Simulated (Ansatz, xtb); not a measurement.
# Two structures of CH3CuN−

Structure a is a singlet given by its coordinates and structure b is a singlet given by its coordinates. Both are isolated ions in the gas phase, relaxed with PBE-D3(BJ)/def2-SVPD.

a (Å):

```xyz
6

C     0.6361    0.2815   -1.3917
Cu   -0.2516    0.3273    0.2937
N     1.1863    0.2530   -2.4362
H     0.6019   -0.6580    1.1217
H    -1.3951    1.3275    0.0162
H    -0.9382    0.3625    1.5977
```

Close contacts (Å): C1–Cu2 1.91, C1–N3 1.18, Cu2–H4 1.54, Cu2–H5 1.54, Cu2–H6 1.47.

b (Å):

| atom | x (Å) | y (Å) | z (Å) |
| --- | --- | --- | --- |
| C | -1.0990 | -0.7887 | -2.2640 |
| Cu | 0.5719 | -1.6659 | -1.9081 |
| N | -1.7932 | -0.7165 | -3.3740 |
| H | -1.2841 | -1.2403 | -4.1095 |
| H | -1.6410 | -0.2213 | -1.4493 |
| H | 1.9410 | -2.4000 | -1.6676 |

Close contacts (Å): C1–Cu2 1.92, C1–N3 1.31, C1–H5 1.13, Cu2–H6 1.57, N3–H4 1.04.

Quicker runs give these differences E(b) − E(a): GFN2-xTB +20.2 kJ/mol; HF/STO-3G +170.1 kJ/mol (at GFN2-xTB geometries); r2SCAN-D4/def2-SVPD −21.7 kJ/mol (at GFN2-xTB geometries).

Which of the two would you expect CCSD(T)/def2-SVPD + ΔMP2/def2-TZVPPD electronic energies to favour?

Not settled: CCSD(T)/def2-SVPD + ΔMP2/def2-TZVPPD gives E(b) − E(a) = −26.8 kJ/mol, but this leans on the basis-set step: CCSD(T) alone gives −3.9 kJ/mol.

How the difference moves with the method:

```csv
level,geometry,E(b) − E(a) (kJ/mol),departure from the last row (kJ/mol),"job, with rough time for the two"
GFN2-xTB,GFN2-xTB,+20.2,+47.0,"optimisation, 2.1 s"
HF/STO-3G,GFN2-xTB,+170.1,+197.0,"single point, 11 s"
r2SCAN-D4/def2-SVPD,GFN2-xTB,−21.7,+5.1,"single point, 20 s"
PBE-D3(BJ)/def2-SVPD,PBE-D3(BJ)/def2-SVPD,−14.7,+12.2,"optimisation, 98 s"
HF/def2-SVPD,PBE-D3(BJ)/def2-SVPD,−128.3,−101.5,part of the CCSD(T) run
MP2/def2-SVPD,PBE-D3(BJ)/def2-SVPD,+26.5,+53.4,part of the CCSD(T) run
CCSD(T)/def2-SVPD,PBE-D3(BJ)/def2-SVPD,−3.9,+22.9,single point
CCSD(T)/def2-SVPD + ΔMP2/def2-TZVPPD,PBE-D3(BJ)/def2-SVPD,−26.8,,"single point, 2.6 min"
```

GFN2-xTB, HF/STO-3G, MP2/def2-SVPD put the two in the other order. The largest departure from CCSD(T)/def2-SVPD + ΔMP2/def2-TZVPPD is that of HF/STO-3G, 197.0 kJ/mol. The last row adds to CCSD(T) the change of the MP2 difference between the two basis sets, here −22.9 kJ/mol, a large step that makes the value less sure.

With harmonic frequencies from PBE-D3(BJ)/def2-SVPD (ideal gas, rigid rotor, one conformer each, 298.15 K, 1 atm): the zero-point term adds +23.2 kJ/mol; ΔH is −5.6 and ΔG −4.9 kJ/mol.

The T1 diagnostic of structures a and b is large, so the coupled-cluster value is less sure. The correlated steps freeze 7 core orbitals; the last core shell of Cu is correlated, in a basis made for valence electrons. Programs: Ansatz 0.2.0, xtb 6.7.1; the last row on 1 thread of AMD EPYC (Zen 3) on a shared host.
